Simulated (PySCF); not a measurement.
## How methods differ on the electron affinity of Au

Au- [Xe] 4f14 5d10 6s2 (1S) → Au [Xe] 4f14 5d10 6s1 (2S), as a difference of total energies. Computed with PySCF 2.14 in x2c-TZVPPall with one added diffuse shell each of s, p, d, f type (12s8p8d4f1g, 113 functions), with scalar relativity by spin-free X2C-1e. Correlated levels: valence: [Xe] 4f14 frozen. The calculations carry no spin-orbit coupling.

Question: Order these methods by the electron affinity they give, lowest first.
A. MP2 (valence)
B. UHF
C. SCS-MP2 (valence)
D. CCSD(T) (valence)

Answer: B (0.632 eV), C (2.101 eV), A (2.144 eV), D (2.164 eV).

Errors of the correlated levels include the incompleteness of this basis and the frozen core.

The coupled-cluster amplitudes are large for Au- (T1 above 0.03 or a double amplitude above 0.15), so a single reference is strained.

For comparison: 2.309 eV (measured; photodetachment measurements, as compiled on the Wikipedia data page of electron affinities).
